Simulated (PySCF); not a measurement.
`CB1OCCO1`. Level of theory: PBE0-D3(BJ)/def2-SVP geometry optimisation, gas phase in PySCF.

```
atom  x, y, z in Å
C1     2.1903    0.2928    0.4520
B2     0.6751    0.0793    0.1424
O3     0.2141   -0.6423   -0.9259
C4    -1.2011   -0.6170   -0.9159
C5    -1.5761    0.2384    0.3138
O6    -0.3396    0.6053    0.8962
H7     2.3531    0.6403    1.4814
H8     2.7647   -0.6296    0.2845
H9     2.6038    1.0530   -0.2313
H10   -1.5862   -1.6472   -0.8457
H11   -1.5683   -0.1831   -1.8600
H12   -2.1388    1.1459    0.0407
H13   -2.1782   -0.3199    1.0490
```

Task: Which two atoms are farthest apart?

Result: H8···H12 and H7···H11, 5.221 Å down to 5.217 Å.

Task: How far are the heavy atoms from their best plane (unweighted least squares)?

Result: 0.006 Å rms; none is more than 0.008 Å off.

Task: What is the repulsion energy of the bare nuclei, Σ ZA·ZB/RAB?

Result: 235.41 Eh over 78 pairs, with full nuclear charges and distances in bohr; the largest single term is 17.95 Eh (C5 with O6, or a pair equal to it).

Task: Work out the bond lengths C1–B2, C1–H7, B2–O3, B2–O6, O3–C4, C4–H10, C5–O6, C5–H12 in bohr.

Result: For C1–B2 the difference vector is (-1.5152, -0.2135, -0.3096) Å, of length 1.5612 Å. 1 bohr = 0.529177 Å. C1–B2 2.950; C1–H7 2.076; B2–O3 2.587; B2–O6 2.587; O3–C4 2.675; C4–H10 2.083; C5–O6 2.674; C5–H12 2.083 bohr.

Task: Where is the centre of mass (commonest isotopes), and what is the radius of gyration?

Result: Mass 86.054 u; centre at (-0.016, -0.008, -0.009) Å; Rg = √(Σ m r²/M) = 1.598 Å. As Ia + Ib + Ic = 2 Σ m r², the three principal moments sum to 439.7 u·Å².

Task: What are the angles B2–C1–H7, C1–B2–O3, B2–O3–C4, C5–C4–H10, O6–C5–H12?

Result: From the scalar product of the two bond vectors; for B2–C1–H7 it is -0.6396 Å² over 1.5612 × 1.0986 Å², cos θ = -0.3729. B2–C1–H7 111.9°; C1–B2–O3 123.6°; B2–O3–C4 108.8°; C5–C4–H10 112.5°; O6–C5–H12 109.5°.

Task: Give the dihedral angles H7–C1–B2–O3, H13–C5–O6–B2, C1–B2–O3–C4.

Result: H7–C1–B2–O3 -164° (antiperiplanar); H13–C5–O6–B2 122° (anticlinal); C1–B2–O3–C4 -179° (antiperiplanar). Dihedral signs follow IUPAC: positive where, seen along the central bond, the front bond turns clockwise onto the rear one.

Task: How far apart are these pairs, which share no bond: C1···H11, B2···C5, B2···H13, O3···C5, C4···H7?

Result: C1···H11 4.438 Å (4 bonds apart); B2···C5 2.263 Å (2 bonds apart); B2···H13 3.020 Å (3 bonds apart); O3···C5 2.349 Å (2 bonds apart); C4···H7 4.468 Å (4 bonds apart).

Task: Write the matrix of distances between heavy atoms (Å, lower triangle).

Result: 
```
C1    0.000
B2    1.561  0.000
O3    2.584  1.369  0.000
C4    3.768  2.264  1.415  0.000
C5    3.769  2.263  2.349  1.544  0.000
O6    2.588  1.369  2.277  2.349  1.415  0.000
```

PBE0-D3(BJ)/def2-SVP frequencies: not computed here.

The run took 22 s on Arm Neoverse V2, one thread, no GPU (shared host), and the process peaked at 0.52 GiB of memory. These figures are those of the optimisation.
